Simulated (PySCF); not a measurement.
Predicted microwave data (PySCF, PBE0-D3(BJ)/def2-SVP geometry optimisation, gas phase) for one isomer of C4H11Al:

```
Rotational constants : A = 5397, B = 2397, C = 2140 MHz
Dipole components    : |μa| = 0.98 D, |μb| = 0.01 D, |μc| = 0.67 D
Inertial defect      : -68.31 u·Å²
κ                    : -0.84
```

Task: Which candidate fits, each taken in the one conformer that was computed?
A. `[H][Al]([CH2]C)[CH2]C` (AlEt2H)
B. AlH2(iBu) (`CC(C)[CH2][AlH2]`)
C. `C[C](C)(C)[AlH2]`

Result: B. It is [H][Al]([H])[CH2]C(C)C, an asymmetric top. The candidates at the same level (rigid rotor, commonest isotopes):

```tsv
SMILES	A (MHz)	B (MHz)	C (MHz)	μa (D)	μb (D)	μc (D)	Δ (u·Å²)	point group	rotor
C[C](C)(C)[AlH2]	4413	2800	2734	0.65	0.01	0.02	-110.18	–	–
[H][Al]([H])[CH2]C(C)C	5397	2397	2140	0.98	0.01	0.67	-68.31	near Cs	asymmetric top
[H][Al]([CH2]C)[CH2]C	7883	1709	1455	0.28	0.60	0.00	-12.42	near Cs	near-prolate asymmetric top
```

`[H][Al]([CH2]C)[CH2]C` has A 46 % too high; `C[C](C)(C)[AlH2]` has C 28 % too high. No structure here is proved a minimum.
